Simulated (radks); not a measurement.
Task: Radial electron density D(r) = 4 pi r^2 rho(r) of an atom or ion with 41 electrons. Method: Dirac Kohn-Sham, PBE, spin-unpolarised, spherical densities, finite nucleus; Fermi nuclear charge, rms radius of each element as measured or else 0.836 A^(1/3) + 0.57 fm; computed with a radial shooting solver on a logarithmic mesh with Libxc functionals.

r (bohr),D(r) (e/bohr)
0.004936,14.35
0.00561,17.23
0.006428,20.75
0.007364,24.73
0.00837,28.86
0.009589,33.56
0.01099,38.45
0.01249,43.01
0.01431,47.56
0.01626,51.27
0.01863,54.28
0.02134,56.04
0.02426,56.40
0.02779,55.42
0.03158,53.49
0.03618,50.97
0.04146,48.80
0.04712,47.97
0.05398,49.11
0.06185,52.63
0.07029,57.68
0.08053,63.62
0.09153,68.06
0.1049,69.71
0.1201,67.18
0.1365,61.38
0.1564,53.60
0.1792,47.18
0.2037,44.72
0.2334,46.52
0.2652,50.66
0.3039,54.12
0.3482,53.20
0.3957,47.16
0.4533,36.81
0.5152,26.51
0.5903,18.20
0.6763,14.09
0.7686,13.38
0.8806,13.92
1.009,13.83
1.147,12.41
1.314,9.774
1.493,6.986
1.711,4.390
1.96,2.495
2.228,1.344
2.552,0.6335
2.924,0.2661
3.323,0.1030
3.807,0.03140
4.327,0.008360
4.957,0.001587

What is the nuclear charge?

Result: Z = 44. The innermost maximum, from 1s, lies near gamma/Z bohr with gamma = sqrt(1 - (Z/c)^2) = 0.947, here 0.0215 bohr (found: 0.0235), and its height grows with Z. The density is that of the ruthenium ion Ru3+ in [Kr] 4d5; the configuration itself is not fixed sharply by these data, and Z only to a few units. D(r) has 4 maxima, at r = 0.0235, 0.104, 0.319, 0.939 bohr, and minima at 0.0471, 0.205, 0.750 bohr, inside which lie 2.05, 11.10, 29.13 electrons.
